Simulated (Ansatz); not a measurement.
**A relaxation, step by step**

SiH4ClOF, closed shell, PBE0-D4/def2-TZVP (Ansatz 0.2.0). Settings:

```yaml
hamiltonian: {xc: pbe0, dispersion: d4}
relax: {f_tol: 0.005, max_steps: 200}
```

Start, a step off a saddle point along its unstable mode:

```
atom    x (Å)    y (Å)    z (Å)
 Si1  -0.4680  -0.4747   0.0323
  F2   0.9580  -1.0083   0.7737
  H3  -0.3322  -0.9605  -1.3407
  H4  -1.2585  -1.3404   0.9372
  O5  -1.2022   0.9812   0.2676
  H6   1.7138  -0.0969   0.1045
 Cl7   1.5868   1.0892  -0.6614
  H8  -0.9976   1.8101  -0.1132
```

```json
{"step": "1", "energy less the last (meV)": "1090.2", "largest force component (eV/Å)": "2.010"}
{"step": "2", "energy less the last (meV)": "718.4", "largest force component (eV/Å)": "1.350"}
{"step": "3", "energy less the last (meV)": "377.1", "largest force component (eV/Å)": "1.521"}
{"step": "4", "energy less the last (meV)": "149.5", "largest force component (eV/Å)": "1.265"}
{"step": "5", "energy less the last (meV)": "45.8", "largest force component (eV/Å)": "0.734"}
{"step": "6 (rejected trial)", "energy less the last (meV)": "131.7", "largest force component (eV/Å)": "2.122"}
{"step": "7", "energy less the last (meV)": "13.8", "largest force component (eV/Å)": "0.090"}
{"step": "8", "energy less the last (meV)": "9.4", "largest force component (eV/Å)": "0.080"}
{"step": "9", "energy less the last (meV)": "2.5", "largest force component (eV/Å)": "0.104"}
{"step": "10", "energy less the last (meV)": "1.3", "largest force component (eV/Å)": "0.087"}
{"step": "11", "energy less the last (meV)": "0.7", "largest force component (eV/Å)": "0.066"}
{"step": "12", "energy less the last (meV)": "0.5", "largest force component (eV/Å)": "0.053"}
{"step": "13", "energy less the last (meV)": "0.1", "largest force component (eV/Å)": "0.032"}
{"step": "14", "energy less the last (meV)": "0.1", "largest force component (eV/Å)": "0.026"}
{"step": "15", "energy less the last (meV)": "0.0", "largest force component (eV/Å)": "0.002"}
```

Step 2, positions (Å) and forces (eV/Å):

| atom | x | y | z | Fx | Fy | Fz |
| --- | --- | --- | --- | --- | --- | --- |
| Si1 | -0.518 | -0.511 | 0.079 | -0.444 | -0.487 | 0.467 |
| F2 | 0.969 | -0.949 | 0.774 | -0.982 | 0.101 | 0.142 |
| H3 | -0.370 | -0.949 | -1.316 | 0.028 | 0.113 | -0.049 |
| H4 | -1.377 | -1.390 | 0.901 | 0.028 | 0.017 | -0.134 |
| O5 | -1.235 | 0.939 | 0.301 | 0.250 | -0.615 | 0.353 |
| H6 | 1.750 | -0.012 | 0.101 | 0.286 | 1.350 | -0.938 |
| Cl7 | 1.762 | 1.105 | -0.745 | 0.456 | -0.503 | 0.385 |
| H8 | -0.982 | 1.767 | -0.096 | 0.378 | 0.024 | -0.225 |

Step 10, positions (Å) and forces (eV/Å):

```csv
atom,x,y,z,Fx,Fy,Fz
Si1,-0.755,-0.718,0.157,-0.045,0.023,-0.010
F2,0.716,-1.026,0.739,-0.012,0.033,-0.008
H3,-0.704,-1.146,-1.260,-0.009,0.007,0.031
H4,-1.729,-1.465,0.976,0.028,0.009,-0.020
O5,-1.112,0.860,0.325,0.022,-0.067,0.004
H6,2.052,0.473,-0.016,0.006,0.083,-0.052
Cl7,2.113,1.524,-0.760,-0.011,-0.087,0.061
H8,-0.582,1.498,-0.160,0.020,0.000,-0.006
```

Step 11, positions (Å) and forces (eV/Å):

```
atom       x       y       z      Fx      Fy      Fz
 Si1  -0.762  -0.721   0.153  -0.001   0.006   0.007
  F2   0.718  -1.030   0.707   0.021  -0.003   0.006
  H3  -0.742  -1.164  -1.259  -0.014  -0.002  -0.001
  H4  -1.720  -1.455   0.998  -0.005  -0.007  -0.005
  O5  -1.097   0.860   0.315  -0.017  -0.009  -0.012
  H6   2.064   0.479  -0.004  -0.010   0.066  -0.037
 Cl7   2.104   1.545  -0.725   0.009  -0.060   0.034
  H8  -0.565   1.485  -0.184   0.016   0.008   0.008
```

Last step (15):

| atom | x (Å) | y (Å) | z (Å) |
| --- | --- | --- | --- |
| Si1 | -0.7670 | -0.7273 | 0.1479 |
| F2 | 0.7229 | -1.0326 | 0.6800 |
| H3 | -0.7771 | -1.1887 | -1.2582 |
| H4 | -1.7146 | -1.4483 | 1.0162 |
| O5 | -1.0919 | 0.8571 | 0.2968 |
| H6 | 2.0479 | 0.4972 | 0.0089 |
| Cl7 | 2.1189 | 1.5631 | -0.7072 |
| H8 | -0.5390 | 1.4793 | -0.1844 |

Hardware: 4 CPU threads of an Arm Neoverse V1, shared host. Wall time about 33 s.
